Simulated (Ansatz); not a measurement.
Reaction (ligand exchange at a Ga–F bond): `[F][Ga]([Cl])[Cl]` + `CNC` → `C[N](C)[Ga]([Cl])[Cl]` + H–F

Gas-phase electronic energies from Ansatz, PBE0-D4/def2-TZVP geometries. CCSD(T)/CBS adds triple-zeta CCSD(T) − MP2 to the extrapolated MP2 energy (def2 sets, frozen cores). This one scheme is used for every species. DFT in def2-TZVPP. For Ga outer-core shells are correlated without core-valence functions, which leaves a few kJ/mol of doubt a bond. Scalar relativity is left out up to krypton. One conformer a species, not always the lowest.

```csv
level,ΔE (kcal/mol)
r2SCAN0-D4,7.0
MP2/def2-QZVPP,2.5
```

(1) What does CCSD(T)/CBS give? (Best estimate.)

Largest T1 diagnostic among the species: 0.012.

Results:

(1) The calculation gave: +3.3 kcal/mol. The listed levels differ from it by 3.7, -0.8 kcal/mol.

At CCSD(T), def2-SVP lies +4.8 kcal/mol from the extrapolated value and def2-TZVPP +1.5 kcal/mol. The D4 term adds −3.9 kcal/mol with B3LYP and −2.2 kcal/mol with PBE0; it sums over pairs of atoms, weighted by their polarisabilities, and B3LYP, whose exchange is more repulsive, gets the larger term. From BLYP to BHLYP (50 % exact exchange), in def2-TZVPP and without D4, ΔE moves by −0.8 kcal/mol.

B3LYP here is the variant with VWN-RPA as its local correlation; programs differ in this.
